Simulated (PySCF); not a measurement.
A series of related compounds: Si6H6 prismane; Si8H8 cubane; Si6F6 prismane; Si8Cl8 cubane; Si8F8 cubane; Si8Me8 cubane.

PySCF calculation with structure optimised with PBE0-D3(BJ)/def2-SVP and PBE0/pcSseg-1 with gauge-including orbitals; no solvent model, relativity neglected, rapidly exchanging positions averaged, one conformer.

Shifts are taken against calculated references (same method and geometry level): 29Si (σref 351.99) vs TMS.

Task: How does the 29Si shift change along the series?

Result: 
```json
{"compound": "Si6H6 prismane", "change": "base", "δ (ppm)": "-66.6", "HOMO–LUMO gap (eV)": "4.70"}
{"compound": "Si8H8 cubane", "change": "base", "δ (ppm)": "-33.4", "HOMO–LUMO gap (eV)": "4.61"}
{"compound": "Si6F6 prismane", "change": "base", "δ (ppm)": "2.7", "HOMO–LUMO gap (eV)": "3.36"}
{"compound": "Si8Cl8 cubane", "change": "base", "δ (ppm)": "47.9", "HOMO–LUMO gap (eV)": "2.54"}
{"compound": "Si8F8 cubane", "change": "base", "δ (ppm)": "40.0", "HOMO–LUMO gap (eV)": "3.70"}
{"compound": "Si8Me8 cubane", "change": "base", "δ (ppm)": "-13.8", "HOMO–LUMO gap (eV)": "3.80"}
```
